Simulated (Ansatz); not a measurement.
AsP3SO2⁺, that is AsP3SOO nortricyclane with one electron fewer. Total charge 1; doublet. Geometry PBE0-D4/def2-SVP, that of the neutral singlet.

```xyz
7

As   -1.489   -0.227   -0.683
S     0.051    1.064   -1.712
P     1.574    0.846   -0.274
P     1.100   -1.242    0.472
O    -0.323   -1.558   -0.330
P     0.308    0.593    1.590
O    -1.221    0.523    0.937
```

(1) Estimate the α-spin orbital energies around the gap (eV) in Ansatz with LDA (SPW92)/def2-TZVP, PBE-D4/def2-TZVP, PBE0-D4/def2-TZVP.

Results:

(1) 
```tsv
orbital	LDA (SPW92)/def2-TZVP	PBE-D4/def2-TZVP	PBE0-D4/def2-TZVP
HOMO−5	-13.94	-13.72	-15.11
HOMO−4	-13.27	-13.09	-14.38
HOMO−3	-12.93	-12.78	-14.11
HOMO−2	-12.37	-12.20	-13.29
HOMO−1	-11.83	-11.74	-12.84
HOMO	-11.66	-11.49	-12.55
LUMO	-8.32	-8.08	-7.22
LUMO+1	-7.25	-7.03	-6.23
LUMO+2	-7.19	-6.96	-6.12
LUMO+3	-7.11	-6.94	-6.09
LUMO+4	-6.44	-6.22	-5.38
LUMO+5	-6.42	-6.17	-5.28
β HOMO	-11.56	-11.40	-12.47
β LUMO	-11.42	-11.17	-10.56
```
